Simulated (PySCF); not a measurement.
29Si chemical shifts

Theoretical values (PySCF 2.14): GIAO PBE0/pcSseg-1 shieldings, geometry from GFN2-xTB. Gas phase, non-relativistic Hamiltonian, a single conformation, rapidly exchanging positions averaged.

Shieldings were converted by a linear fit to measured shifts: 29Si (scatter 8.9 ppm rms, 25.8 ppm with the 6 outliers that the fit left out vs TMS, solution or neat liquid). A few per cent of atoms miss by over 2 rms, more outside the fitted compound classes.

Q: Give the 29Si shifts of `CC[P@@](C)(=S)N([SiH3])[SiH3]`, `C=C1[C@@H](O)[C@H]([SiH3])C[S@]1=O`, `C#C[SiH2]S[SiH2]C[SiH2]C`, `C[Si@@H]1C=CO[C@H]1[S@@](C)=O`, `[SiH3]CC1=C(S[SiH3])[SiH2]C1`.

A: 
```csv
compound,environment,δ (ppm)
CC[P@@](C)(=S)N([SiH3])[SiH3],"silicon bonded to N, 3 H (×2)",-52.2
C=C1[C@@H](O)[C@H]([SiH3])C[S@]1=O,"silicon bonded to C, 3 H",-60.4
[CH:1]#[C:2][SiH2:3][S:4][SiH2:5][CH2:6][SiH2:7][CH3:8],"Si5: silicon bonded to C, S, 2 H",-29.5
[CH:1]#[C:2][SiH2:3][S:4][SiH2:5][CH2:6][SiH2:7][CH3:8],"Si7: silicon bonded to 2 C, 2 H",-45.3
[CH:1]#[C:2][SiH2:3][S:4][SiH2:5][CH2:6][SiH2:7][CH3:8],"Si3: silicon bonded to C, S, 2 H",-55.4
C[Si@@H]1C=CO[C@H]1[S@@](C)=O,"silicon bonded to 3 C, H, in a 5-membered ring",-22.7
[SiH3:1][CH2:2][C:3]1=[C:4]([S:5][SiH3:6])[SiH2:7][CH2:8]1,"Si7: silicon bonded to 2 C, 2 H, in a 4-membered ring",-47.1
[SiH3:1][CH2:2][C:3]1=[C:4]([S:5][SiH3:6])[SiH2:7][CH2:8]1,"Si6: silicon bonded to S, 3 H",-55.0
[SiH3:1][CH2:2][C:3]1=[C:4]([S:5][SiH3:6])[SiH2:7][CH2:8]1,"Si1: silicon bonded to C, 3 H",-70.8
```

Q: Match the shifts 17.4, -26.0, -42.6, -57.2 ppm to `NP(c1ccoc1)N([SiH3])[SiH3]`, `C[SiH2]P1C=CCC=C1`, `C=CN1[SiH2]CC[SiH2]1`, `C[Si](C)(Cl)C=C=S`.

A: 17.4: C[Si](C)(Cl)C=C=S (silicon bonded to 3 C, Cl); -26.0: C=CN1[SiH2]CC[SiH2]1 (silicon bonded to C, N, 2 H, in a 5-membered ring); -42.6: C[SiH2]P1C=CCC=C1 (silicon bonded to C, P, 2 H); -57.2: NP(c1ccoc1)N([SiH3])[SiH3] (silicon bonded to N, 3 H).
